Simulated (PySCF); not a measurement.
Ga(Me)2(Cl) cation (C2H6ClGa), SMILES [CH3][Ga]([Cl])[CH3] (connectivity only; charge and spin as stated), charge +1, multiplicity 2.

Geometry optimised at TPSSh-D3(BJ)/def2-SVP. The spin state was assumed, not searched. The isomer is the one that the SMILES or the coordinates give; other isomers of the formula were not compared.

All values below come from IEF-PCM-ωB97X/def2-SVP run with PySCF.

The values are the electrostatic part of the solvation free energy, E(continuum) − E(gas) at the gas-phase geometry, in a cavity of scaled van der Waals radii (PySCF's table); cavitation and dispersion terms are not included. A continuum can't describe solvent molecules that bind to the metal.

Question: Estimate the values in water (ε = 78.36), cyclohexanone (ε = 15.62), n-hexane (ε = 1.88). (The exact figures need the calculation; the answer reports its results.)

Answer: 
```csv
solvent,ε,ΔG(elec) (kcal/mol)
water,78.36,-62.5
cyclohexanone,15.62,-59.0
n-hexane,1.88,-28.5
```
